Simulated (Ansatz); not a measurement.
`Cl[CH2][GeH3]` → `CCl` + `[GeH2]` at 700 K and 1 bar (germylene formation by 1,1-elimination).

Program: Ansatz. Geometries: PBE0-D4/def2-TZVP. ΔE: electronic, gas phase. CCSD(T)/CBS adds triple-zeta CCSD(T) − MP2 to the extrapolated MP2 energy (def2 sets, frozen cores). This one scheme is used for every species. For Ge outer-core shells are correlated without core-valence functions, which leaves a few kJ/mol of doubt a bond. Scalar relativity is left out up to krypton.

```tsv
species	CCSD(T)/CBS energy (Eh)	H − E (kJ/mol)	S (J/(mol·K))
`Cl[CH2][GeH3]`	-2576.93687	193.7	399.2
`CCl`	-499.63220	131.4	278.6
`[GeH2]`	-2077.24753	54.8	253.9
```

H − E and S are ideal-gas, rigid-rotor, harmonic terms from PBE0-D4/def2-TZVP. 1 Eh = 2625.50 kJ/mol, R = 8.31446 J/(mol·K).

Task: By hand: ΔE, ΔH, ΔS and ΔG.

Result: ΔE = (-499.63220) + (-2077.24753) − (-2576.93687) = 0.05714 Eh = 150.0 kJ/mol. Δ(H − E) = 131.4 + 54.8 − 193.7 = -7.5, so ΔH = 142.5 kJ/mol. ΔS = 278.6 + 253.9 − 399.2 = 133.3 J/(mol·K). ΔG = 142.5 − 700 × (133.3)/1000 = 49.2 kJ/mol.

Task: By hand: the equilibrium constant, and the temperature at which ΔG would vanish if ΔH and ΔS stayed fixed.

Result: log₁₀ K = −ΔG/(RT ln 10) = -3.7. ΔG = 0 at ΔH/ΔS = 1069 K.

The number of gas molecules changes by +1, which sets the sign of ΔS. A doubt of 5 kJ/mol in ΔE shifts log₁₀ K by 0.4 here. These are equilibria of isolated gas molecules and say nothing of rates. Largest T1 diagnostic: 0.012 (customary marks: 0.02 for closed shells, 0.045 for open ones).
